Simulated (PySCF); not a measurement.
Electron attachment to 3-(trifluoromethyl)benzaldehyde

Parent: 3-(trifluoromethyl)benzaldehyde, `O=Cc1cccc(C(F)(F)F)c1` (C8H5F3O). Atom numbers as in the mapped SMILES `[O:1]=[CH:2][c:3]1[cH:4][cH:5][cH:6][c:7]([C:8]([F:9])([F:10])[F:11])[cH:12]1`. These are map numbers, not IUPAC locants.

These are calculated values, ωB97X-D3(BJ)/ma-def2-SVP in PySCF (grid level 2) at geometries from PBE0-D3(BJ)/ma-def2-SVP. Thermal corrections: GFN2-xTB frequencies, unscaled, ideal gas at 298.15 K and 1 bar, quasi-RRHO entropy. These were taken at the GFN2-xTB minima.

Frontier levels of the parent: HOMO -10.53 eV, LUMO -0.44 eV.

Reduction to the radical anion:
* Vertical electron affinity (electronic): 0.64 eV
* Adiabatic electron affinity (with zero-point energy): 0.99 eV
* Adiabatic, electronic part: 0.91 eV
* Vertical gap at the product's structure: 1.14 eV
* Inner reorganisation energy (four-point): 503 meV
* Relaxation of product / of parent: 271 / 232 meV
* ⟨S²⟩ of the product: 0.786
* Largest spin populations: C6 0.36, C4 0.26, O1 0.24, C2 0.17
* Largest changes of atomic charge: O1 -0.20, C6 -0.15, C2 -0.14, C4 -0.10
* Distances that move most (Å): C2–C3 1.481 → 1.428; O1–C2 1.206 → 1.249; C3–C4 1.400 → 1.438; C6–C7 1.397 → 1.426
* Potential in dichloromethane: 2.66 V absolute (solvation -25 → -185 kJ/mol)

Solvents are IEF-PCM continua (electrostatics only, gas-phase structures); absolute potentials refer to an electron at rest in vacuum.

Measured values (NIST Chemistry WebBook, evaluated or the median of agreeing entries): adiabatic electron affinity 0.82 eV (computed 0.99, difference 0.16).

Note: ma-def2-SVP is a small basis, whose errors can reach tens of kJ/mol.

Differences come from unrounded values, so a last digit can differ from that of the printed terms.
